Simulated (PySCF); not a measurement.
diboron tetrafluoride anion (B2F4), SMILES FB(F)B(F)F (connectivity only; charge and spin as stated), charge -1, multiplicity 2. Atoms are numbered in the order given.

```xyz
6

F      0.0000     1.1520    -1.6179
B      0.0000     0.0000    -0.8185
F      0.0000    -1.1520    -1.6179
B      0.0000     0.0000     0.8185
F      0.0000     1.1520     1.6179
F      0.0000    -1.1520     1.6179
```
Charge -1, spin multiplicity 2.

Geometry optimised at PBE-D3(BJ)/def2-SVPD. The spin state was assumed, not searched. The values are those of a single conformer.

Two levels are set side by side: PBE/pcH-1 (PySCF) and PBE0/pcH-1 (PySCF). Contact hyperfine couplings, same geometry. Differences are taken from unrounded values.

```json
[
 {"quantity": "A(iso) of 19F, atom F1 (MHz)", "PBE0": "64.4"},
 {"quantity": "A(iso) of 11B, atom B2 (MHz)", "PBE0": "-10.5"},
 {"quantity": "A(iso) of 19F, atom F3 (MHz)", "PBE0": "64.4"},
 {"quantity": "A(iso) of 11B, atom B4 (MHz)", "PBE0": "-10.5"},
 {"quantity": "A(iso) of 19F, atom F5 (MHz)", "PBE0": "64.4"},
 {"quantity": "A(iso) of 19F, atom F6 (MHz)", "PBE0": "64.4"}
]
```

Question: What does PBE give, and how far is it from PBE0? (Estimate from the structure and the level; the computed values follow.)

Answer: 
```json
[
 {"quantity": "A(iso) of 19F, atom F1 (MHz)", "PBE": "40.9", "PBE minus PBE0": "-23.5"},
 {"quantity": "A(iso) of 11B, atom B2 (MHz)", "PBE": "-7.4", "PBE minus PBE0": "3.1"},
 {"quantity": "A(iso) of 19F, atom F3 (MHz)", "PBE": "40.9", "PBE minus PBE0": "-23.5"},
 {"quantity": "A(iso) of 11B, atom B4 (MHz)", "PBE": "-7.4", "PBE minus PBE0": "3.1"},
 {"quantity": "A(iso) of 19F, atom F5 (MHz)", "PBE": "40.9", "PBE minus PBE0": "-23.5"},
 {"quantity": "A(iso) of 19F, atom F6 (MHz)", "PBE": "40.9", "PBE minus PBE0": "-23.5"}
]
```

Rough cost on one machine, each run with all the roots and properties that it gave: PBE0 against PBE within a factor of 2.
